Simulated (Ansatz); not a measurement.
A nudged elastic band was laid between two geometries of ClH3OSn + H2 (8 atoms, charge 0, multiplicity 1).

The calculation used RKS PBE0/def2-SVP (Ansatz).

| Item | Value |
| --- | --- |
| movable images | 7 |
| climbing image | yes |
| spring | 5.0 eV/Å² |
| optimiser | quadratic models (default) |
| start path | through a guess of the saddle point |
| force threshold | 0.03 eV/Å |
| iteration limit | 60 |
| end points | relaxed |

Initial state:

```xyz
8
Properties=species:S:1:pos:R:3
Sn -0.330 -0.493 -0.360
O 0.046 0.251 1.437
H -0.745 0.360 1.978
H 1.140 -0.341 -1.200
Cl -1.942 0.892 -1.373
H -1.045 -2.041 -0.231
H 1.677 2.682 2.675
H 1.323 2.087 2.351
```

Final state:

```xyz
8
Properties=species:S:1:pos:R:3
Sn -0.343 0.537 -0.242
O 0.923 0.067 2.145
H 0.418 -0.472 2.765
H 1.133 -0.117 -0.779
Cl -1.514 0.981 -2.275
H -1.387 -0.554 0.556
H -0.245 2.087 0.468
H 1.139 0.867 2.637
```

(1) Which bonds break or form, and what moves?

(2) What energy profile does the band end with?

(3) What is the geometry of the highest image?

Results:

(1) Bonds broken: H7–H8. Bonds formed: Sn1–H7, O2–H8. ClH3OSn + H2 becomes ClH3Sn + H2O.

(2) The forces met the threshold. The highest image is number 5 of 0 to 8, 126.4 kJ/mol above the first end and 165.2 kJ/mol above the last; the last end lies 38.9 kJ/mol below the first. Neighbouring images differ by up to 1.3 eV, so the band resolves the path poorly. A vibrational analysis at the climbing image gives one clearly imaginary mode, 1349i cm⁻¹: a first-order saddle point. The orbitals stay closed-shell, which can raise the energy where a bond breaks towards radicals; this wasn't checked here.

| image | path coordinate (Å) | energy (kJ/mol) | H7–H8 (Å) | Sn1–H7 (Å) | O2–H8 (Å) |
| --- | --- | --- | --- | --- | --- |
| 0 | 0.00 | 0.0 | 0.76 | 4.83 | 2.42 |
| 1 | 0.83 | 0.4 | 0.76 | 4.47 | 2.42 |
| 2 | 1.66 | 1.7 | 0.76 | 4.00 | 2.44 |
| 3 | 2.49 | 5.6 | 0.76 | 3.35 | 2.33 |
| 4 | 3.32 | 35.1 | 0.77 | 2.66 | 1.89 |
| 5 | 4.15 | 126.4 | 0.99 | 2.07 | 1.26 |
| 6 | 5.04 | 4.9 | 1.67 | 1.74 | 0.97 |
| 7 | 5.94 | -29.9 | 2.23 | 1.71 | 0.96 |
| 8 | 6.83 | -38.9 | 2.85 | 1.71 | 0.96 |

(3) 
```xyz
8
Properties=species:S:1:pos:R:3
Sn -0.009 0.110 -0.040
O 0.322 0.101 2.095
H -0.387 -0.113 2.719
H 1.506 -0.139 -0.780
Cl -1.389 1.558 -1.312
H -1.033 -1.264 0.039
H 0.607 1.864 0.878
H 0.507 1.279 1.675
```

The run took 3.4 min on 2 threads of Intel(R) Xeon(R) 6975P-C (Granite Rapids) (shared host), peak memory 0.2 GiB.
